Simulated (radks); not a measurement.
Values are calculated unless marked as measured or tabulated.
Neutral thallium inside a hard spherical wall (all orbitals vanish at R), configuration held at [Hg] 6p1 and not refilled when levels cross. Level of theory: scalar-relativistic Kohn-Sham, PBE, spin-polarised, spherical densities, finite nucleus; open shells are filled with parallel spins first (spin-orbit coupling, left out, can overturn this in heavy ions); Fermi nuclear charge, rms radius 5.4759 fm (a radial shooting solver on a logarithmic mesh with Libxc functionals). Eigenvalues in eV for spin up, with the zero of energy where the potential of the charges vanishes at infinity; a dash marks a level that is unbound or too diffuse for the functional's potential to be trusted. A positive occupied level is held by the wall or, in an anion where self-interaction has pushed it up, behind a barrier. The pressure on the wall is -dE/dV.

R (bohr),E (hartree),kinetic (hartree),e(5p),e(5d),e(6s),e(6p),"e(7s, empty)","e(6d, empty)",pressure (GPa)
free,-20240.6987,22782.941,-76.059,-15.485,-9.732,-2.615,-,-,0
10,-20240.6973,22782.951,-75.935,-15.363,-9.632,-2.503,0.537,2.042,0.0272
8,-20240.6912,22782.983,-75.659,-15.094,-9.418,-2.192,2.363,3.593,0.231
6,-20240.6523,22783.179,-74.726,-14.201,-8.666,-0.870,8.423,7.716,3.04
4,-20240.2139,22785.239,-70.025,-9.857,-3.674,7.284,36.848,24.687,98.4
2.5,-20234.8556,22807.179,-47.229,13.075,34.614,59.674,170.77,102.25,4400
1.5,-20175.2081,23012.726,58.038,140.94,310.29,378.83,798.00,467.49,200000
